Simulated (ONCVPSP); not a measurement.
## Scattering properties, ONCV potential for samarium (Sm)

| Item | Value |
| --- | --- |
| Element | Sm |
| Generator | ONCVPSP 4.0.1 |
| Type | optimised norm-conserving Vanderbilt (ONCV) |
| Functional | PBE |
| Relativity | scalar-relativistic |
| Frozen core | [Kr] 4d10 |
| Valence charge | 16 |
| Reference configuration | 4f6 5s2 5p6 (charge +2) |
| Partial waves | 5s: rc 2.05 bohr, ncon 4, nbas 8, qcut 5.7 1/bohr, 1 projector; 5p: rc 1.80 bohr, ncon 4, nbas 7, qcut 4.5 1/bohr, 1 projector; d scattering state at 0.04 Ha: rc 1.70 bohr, ncon 4, nbas 8, qcut 6.7 1/bohr, 2 projectors, debl 1.3 Ha; 4f: rc 1.45 bohr, ncon 5, nbas 9, qcut 10.1 1/bohr, 2 projectors, debl 2.5 Ha |
| Local potential | polynomial inside 1.40 bohr (lpopt 5, dvloc0 -1 Ha) |
| Core correction | Teter function fitted to the true core (icmod 2), fcfact 0.2 |

In the d channel the program set the typed energies aside and used 0.050, 1.350 Ha.

The phase is arctan(r·R′/R) of the radial function R(r), unwrapped; energies in Ha, scanned from -4 to 5 Ha. A pole is an energy at which the radial function vanishes at the test radius. The pseudo phase is shifted by a multiple of π to meet the all-electron one at the reference energy, and phase errors are pseudo minus all-electron; the curves can meet again beyond the range given. Levels narrower than the energy grid can be missing from the lists of poles. Where the grid stepped over a known ghost or core level, its pole and its step of π were put in at the level’s energy.

```json
{"channel": "s", "radius (bohr)": "2.08", "reference energy (Ha)": "-2.08", "poles, all-electron": "-1.64, 4.65", "poles, pseudo": "-2.17, -1.61, 4.25", "unbroken range about the reference energy with phases within 0.05 rad": "-2.2 to 0.1", "phase error 1 Ha above the reference energy (rad)": "+0.013"}
{"channel": "p", "radius (bohr)": "1.82", "reference energy (Ha)": "-1.34", "poles, all-electron": "0.15", "poles, pseudo": "-0.04, 2.32", "unbroken range about the reference energy with phases within 0.05 rad": "below 0.3", "phase error 1 Ha above the reference energy (rad)": "-0.015"}
{"channel": "d", "radius (bohr)": "1.73", "reference energy (Ha)": "0.05", "poles, all-electron": "2.69", "poles, pseudo": "2.68", "unbroken range about the reference energy with phases within 0.05 rad": "below 4.6", "phase error 1 Ha above the reference energy (rad)": "-0.000"}
{"channel": "f", "radius (bohr)": "1.47", "reference energy (Ha)": "-0.58", "poles, all-electron": "-0.05", "poles, pseudo": "-0.05", "unbroken range about the reference energy with phases within 0.05 rad": "the whole range", "phase error 1 Ha above the reference energy (rad)": "+0.000"}
```

Note: ghosts flagged at negative energy: s at -59.2 eV; no localised positive-energy state flagged. A true bound ghost makes a file unfit for plane-wave use.

Phases in the s channel:

| E (Ha) | all-electron | pseudo |
| --- | --- | --- |
| -3.98 | 1.254 | 4.393 |
| -3.50 | 1.172 | 4.307 |
| -3.02 | 0.969 | 4.089 |
| -2.54 | -0.053 | 2.994 |
| -2.06 | -1.330 | -1.329 |
| -1.58 | -1.590 | -1.581 |
| -1.10 | -1.713 | -1.700 |
| -0.62 | -1.822 | -1.802 |
| -0.14 | -1.973 | -1.938 |
| 0.34 | -2.282 | -2.206 |
| 0.82 | -3.109 | -2.953 |
| 1.30 | -4.003 | -3.952 |
| 1.78 | -4.339 | -4.334 |
| 2.26 | -4.483 | -4.489 |
| 2.74 | -4.563 | -4.574 |
| 3.22 | -4.616 | -4.630 |
| 3.70 | -4.655 | -4.672 |
| 4.18 | -4.686 | -4.707 |
| 4.66 | -4.713 | -4.741 |
